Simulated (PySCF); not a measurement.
hydrogen bromide (BrH), SMILES Br. Geometry: PBE-D3(BJ)/def2-TZVPD.

TDDFT-PBE/def2-TZVPD (PySCF) puts the lowest singlet excitations at 6.28, 6.28, 8.16, 8.16, 8.36, 8.36 eV.

Task: What are the lowest excitation roots from PySCF with ADC(2)/aug-cc-pVDZ? (The exact figures need the calculation; the answer reports its results.)

Result: 6.79, 6.79, 8.91, 8.91, 9.57, 9.57 eV. S1 differs by 0.52 eV (second minus first; roots are paired by order, and the bases may differ).
